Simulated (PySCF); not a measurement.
Br2Ge, singlet, at a GFN2-xTB geometry. Base run: PySCF with DF-SVWN5/STO-3G.

The PySCF input:
```python
from pyscf import gto, scf, dft

mol = gto.M(
    atom='''
Ge    0.01682949    0.00687689    1.03311619
Br    1.00009172   -1.51961211   -0.47860423
Br   -1.01547868    1.51332467   -0.46595914
''',
    basis='sto-3g',
    verbose=4,
)

mf = dft.RKS(mol)
mf.xc = 'lda,vwn'
mf = mf.density_fit(auxbasis='def2-universal-jkfit')
mf.kernel()
mf.analyze()
```

Each row names what was changed in the base input (with any setting that the change needs).

```csv
change,basis functions,E (Eh),HOMO (eV),HOMO-LUMO gap (eV),dipole (D),core-seconds (rough)
base,54,-7134.22880,-1.21,0.16,0.90,3
basis = 3-21G,___,___,___,___,___,4
basis = cc-pVDZ,81,-7215.08831,-6.85,2.76,1.70,7
basis = 6-31G,81,-7214.02983,-7.04,2.67,2.19,6
basis = pc-1,81,___,___,___,1.77,7
basis = 6-31G**,96,-7214.27587,-6.97,2.76,1.78,7
basis = 6-31G*,96,-7214.27587,-6.97,2.76,1.78,7
basis = cc-pVTZ,129,-7215.31285,-6.99,2.78,1.79,10
basis = def2-TZVP,144,-7215.18289,-6.98,2.78,1.79,10
basis = def2-TZVPD,168,-7215.18432,-7.01,2.78,1.77,10
basis = aug-cc-pVTZ,177,-7215.31426,-7.00,2.78,1.77,20
basis = cc-pVQZ,___,___,-6.99,2.78,1.77,30
basis = def2-QZVP,___,___,-6.99,2.78,1.78,20
```

**Question.** Complete the blanks.

**Answer.** 
- basis = 3-21G, basis functions: 66
- basis = 3-21G, E (Eh): -7180.31619
- basis = 3-21G, HOMO (eV): -6.61
- basis = 3-21G, HOMO-LUMO gap (eV): 2.65
- basis = 3-21G, dipole (D): 1.66
- basis = pc-1, E (Eh): -7214.97967
- basis = pc-1, HOMO (eV): -6.93
- basis = pc-1, HOMO-LUMO gap (eV): 2.77
- basis = cc-pVQZ, basis functions: 204
- basis = cc-pVQZ, E (Eh): -7215.32442
- basis = def2-QZVP, basis functions: 225
- basis = def2-QZVP, E (Eh): -7215.35713

Totals compare only among sets that treat the same electrons; sets with core potentials leave the core out.
